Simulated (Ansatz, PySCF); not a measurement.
Species: C3H6O (charge 0, singlet). 
Structure (B3LYP-D3(BJ)/def2-TZVP (Ansatz, a program for electronic structure) minimum search):
```
C
H 1 1.0883
O 1 1.4326 2 113.21
C 3 1.4309 1 61.46 2 108.79
H 4 1.0859 3 115.26 1 -111.45
H 4 1.0864 5 115.42 3 138.05
C 1 1.5007 2 115.53 3 -138.24
H 7 1.0905 1 110.63 2 -179.55
H 7 1.0919 8 108.34 1 121.39
H 7 1.0926 8 108.70 9 117.14
```

Total electronic energies in hartree. Cores are frozen in the correlated levels unless marked. Spin-orbit coupling is left out. Non-relativistic. CBS(X,Y): correlation extrapolated as X^-3; Hartree-Fock from the larger set. The bracket is a focal-point correction in the basis named.

```csv
level,program,energy (Eh)
HF/aug-cc-pVDZ,Ansatz,-191.93512
HF/cc-pwCVTZ,Ansatz,-191.98219
RI-HF/aug-cc-pVTZ,Ansatz,-191.98375
RI-HF/cc-pVTZ,Ansatz,-191.98099
r2SCAN/def2-TZVPD,Ansatz,-193.07451
PBE0-D3(BJ)/def2-TZVP,Ansatz + dftd3,-192.96492
BHLYP-D4/def2-TZVPD,Ansatz + dftd4,-193.07412
TPSSh-D4/def2-TZVPD,PySCF + dftd4,-193.20738
M06-2X/def2-TZVPD,PySCF,-193.09921
HSE06-D4/def2-TZVPD,Ansatz + dftd4,-192.95480
wB97X-V/def2-TZVPD,Ansatz,-193.12821
wB97X/def2-TZVPD,Ansatz,-193.13686
B2GP-PLYP-D3(BJ)/def2-TZVPD,Ansatz + dftd3,-192.98513
B2PLYP-D3(BJ)/def2-TZVPD,Ansatz + dftd3,-193.02449
B2PLYP/def2-TZVPD,Ansatz,-193.02039
PBE-QIDH/def2-TZVPD,Ansatz,-192.92801
MP2/6-31G*,Ansatz,-192.47753
"RI-MP2/CBS(aug-cc-pVTZ,aug-cc-pVQZ)",Ansatz,-192.8330
SCS-MP2/aug-cc-pVDZ,Ansatz,-192.56046
CCSD/6-31G*,Ansatz,-192.51229
CCSD(T)/6-31G*,Ansatz,-192.53048
CCSD(T)/aug-cc-pVDZ,Ansatz,-192.62964
"RI-MP2/CBS(aug-cc-pVTZ,aug-cc-pVQZ)+[CCSD(T)-MP2]/aug-cc-pVTZ",Ansatz,-192.8930
```

Totals of different functionals don't rank their quality; only differences between species are comparable.
